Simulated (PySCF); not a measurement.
C₂H₅O, SMILES C[CH]O, multiplicity 2. Atoms are numbered in the order given.

```xyz
8

C     -1.2006    -0.1783     0.2132
C      0.2067     0.2070     0.4277
O      1.0386    -0.0788    -0.6169
H     -1.7796    -0.0226     1.1249
H     -1.6766     0.4036    -0.5912
H     -1.2767    -1.2331    -0.0678
H      0.4674     1.0650     1.0423
H      1.9205     0.2447    -0.4185
```
Charge 0, spin multiplicity 2.

The structure is a stationary point at PBE0-D3(BJ)/def2-TZVP. The isomer is the one that the SMILES or the coordinates give; other isomers of the formula were not compared. Other conformers were not sampled.

Calculation: PySCF with CAM-B3LYP/def2-TZVPD.

Mulliken values depend strongly on the basis, most of all with diffuse functions as here. ESP charges are fitted to the potential on shells at 1.4 to 2.0 van der Waals radii. Atomic charges (e):

```csv
atom,meta-Löwdin,ESP fit,Mulliken spin
C1,-0.34,-0.34,-0.07
C2,0.01,___,0.88
O3,-0.47,-0.44,0.11
H4,0.12,0.10,0.00
H5,0.11,0.14,0.07
H6,0.12,0.14,0.02
H7,0.09,___,-0.01
H8,0.35,___,0.00
```

### Question
What belongs in the gaps? (An estimate is asked for; the answer gives what the named calculation found.)

### Answer

- C2, ESP fit: -0.10
- H7, ESP fit: 0.12
- H8, ESP fit: 0.38
